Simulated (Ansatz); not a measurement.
(LiH)4 cube (Li₄H₄). Total charge 0; singlet. Geometry PBE-D4/def2-TZVP; atoms count from 1.

```xyz
8

Li   -1.3916    0.3527   -0.5149
Li    0.0877    0.3205    1.4886
Li    1.0438    0.8140   -0.7577
Li    0.2601   -1.4872   -0.2160
H    -1.1246   -0.8770    0.8163
H    -0.2803    1.6023    0.2327
H    -0.0945   -0.3453   -1.6038
H     1.4994   -0.3800    0.5547
```

Question: Estimate the Mulliken populations from the PBE0/def2-TZVP orbitals of Ansatz.

Answer: 
```
atom  charge (e)
 Li1        0.42
 Li2        0.42
 Li3        0.42
 Li4        0.42
  H5       -0.42
  H6       -0.42
  H7       -0.42
  H8       -0.42
```
Mulliken values depend strongly on the basis.
